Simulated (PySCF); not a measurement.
Gas-phase reaction: 2 SnH3Cl + 2 SnCl3 = 3 H2 + 4 SnCl2

Computed with PySCF (xtb for GFN2) and rigid-rotor harmonic-oscillator thermochemistry at 1 bar. † marks an energy on the PBE0/def2-TZVP geometry and frequencies; other levels use their own. MP2 freezes the core. Open shells (unrestricted): SnCl3 (multiplicity 2); the rest are closed-shell singlets. GFN2 has no spin-polarisation term. B3LYP is the form with VWN-RPA correlation. Sn: scalar-relativistic def2 core potential, no spin-orbit coupling. SnH3Cl, SnCl3: computed as isolated molecules; such fragments, hydroxides, amides, oligomers or adducts are transient or little studied in the gas. MP2 isn't extrapolated to the basis-set limit; its ΔH°(298 K) is -195.9 kJ in def2-SVP and -302.1 kJ in def2-TZVPP. The harmonic model lacks anharmonicity and excited electronic states, which grow with temperature; levels with a mode under 35 cm⁻¹ are left out. Soft modes under 120 cm⁻¹ make the harmonic entropy rough for SnCl3, SnCl2.

```tsv
level	ΔE electronic, kJ	ΔH°(298 K), kJ	ΔS°(298 K), J/K	ΔG°(2000 K), kJ
B3LYP/def2-TZVP†	-328	-340	360	-1046
GFN2-xTB	-520	-529	340	-1181
M06-2X/def2-TZVP†	-236	-249	360	-954
MP2/def2-SVP†	-184	-196	360	-901
PBE0/def2-TZVP	-242	-254	360	-960
LDA/def2-TZVP†	-198	-210	360	-916
ωB97X-V/def2-TZVP†	-220	-232	360	-938
```
ΔH° is lowest at GFN2-xTB and highest at MP2/def2-SVP†. No reference value is set beside these.
